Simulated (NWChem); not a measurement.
System: CH₃Li; SMILES [Li][CH3]

NWChem input:

```
start job
memory heap 200 mb stack 900 mb global 1100 mb
geometry units angstroms noautoz
  Li     0.000000     0.000000    -1.578787
  C      0.000000     0.000000     0.383494
  H      0.715555     0.715555     0.812104
  H      0.261911    -0.977466     0.812104
  H     -0.977466     0.261911     0.812104
end
basis spherical
  * library sto-3g
end
dft
  xc xtpss03 ctpss03
  iterations 150
  mulliken
end
task dft energy
```

Geometry: optimised at PBE0-D3(BJ)/def2-TZVP.

### Question
What results follow from this input? (TPSS/STO-3G.) Quantities: basis functions; energy (Ha); highest occupied level (eV); orbital gap (eV); dipole (D).

### Answer
The number of basis functions is 13 and the energy (Ha) is -46.81. The highest occupied level (eV) is -2.80. The orbital gap (eV) comes out as 2.45 and the dipole (D) is 3.65.
